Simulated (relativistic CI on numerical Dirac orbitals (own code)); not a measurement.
Method of calculation: Dirac-Coulomb-Breit CI, orbitals from a KLI potential per configuration, model QED (radiative potential, 1s self-energy scaled to tabulated hydrogen-like ionisation energies), valence Slater integrals scaled by 0.9, P86 correlation estimate, and configurations built on the next ion tied to the tabulated ionisation energy (semi-empirical) (own radial code, finite nucleus).

Configuration list (outside the closed core 1s2): 2s²2p³, 2s²2p²3s, 2s²2p²3p, 2s²2p²3d, 2s²2p²4s, 2s2p⁴, 2p⁵, 2p⁴3s, 2p⁴3p, 2p⁴3d, 2s2p³3s, 2s2p³3p, 2s²2p²4p, 2s2p³3d, 2s²2p²4d, 2s²2p²4f, 2s²2p3s², 2s²2p3s3p, 2s²2p3p², 2s2p³4s, 2s²2p3s3d, 2s2p³4p, 2s²2p3p3d, 2s2p³4d. Levels of other configurations are missing.

Configurations that consist of the next ion and one excited electron were tied to the tabulated ionisation energy; Rydberg ones are usually within 1,000 to 3,000 cm⁻¹ and the lowest ones within about 6,000 (9,000 in d shells), while levels on excited terms of the next ion carry the error of that term, and the other configurations can be misplaced by 10,000 cm⁻¹ or more. Rates follow the energies as ν³ (E1, M1) or ν⁵ (E2), so rates, branching and lifetimes can be off by large factors. 34 of the 36 excited levels that our extract of the measured tables holds in this range could be paired (the sources list more); they are missed by 4934 cm⁻¹ on average and 16514 at most, and levels without a partner can miss by more.

Outline of the computed level scheme of Al VII. Lowest level of each configuration: 2s²2p³ ⁴S°3/2 at 0.000 eV; 2s2p⁴ ⁴P5/2 at 35.549 eV; 2p⁵ ²P°3/2 at 93.269 eV; 2s²2p²3s ⁴P1/2 at 141.522 eV; 2s²2p²3p ²S°1/2 at 150.002 eV; 2s2p³3s ⁶S°5/2 at 159.720 eV; 2s²2p²3d ⁴F3/2 at 161.978 eV.

Some strong electric-dipole decays among the lowest 45 levels: 2s²2p²3s ²P1/2 → 2s²2p³ ²D°3/2 (7.7e+10 s⁻¹); 2s²2p²3s ²P3/2 → 2s²2p³ ²D°5/2 (6.5e+10 s⁻¹); 2s²2p²3s ²D5/2 → 2s²2p³ ²D°5/2 (5.0e+10 s⁻¹); 2s²2p²3s ²D3/2 → 2s²2p³ ²D°3/2 (4.7e+10 s⁻¹); 2s²2p²3s ²S1/2 → 2s²2p³ ²P°3/2 (4.4e+10 s⁻¹); 2s²2p²3s ²P3/2 → 2s²2p³ ²P°3/2 (4.3e+10 s⁻¹); 2s²2p²3s ⁴P5/2 → 2s²2p³ ⁴S°3/2 (3.9e+10 s⁻¹); 2s²2p²3s ⁴P3/2 → 2s²2p³ ⁴S°3/2 (3.8e+10 s⁻¹).
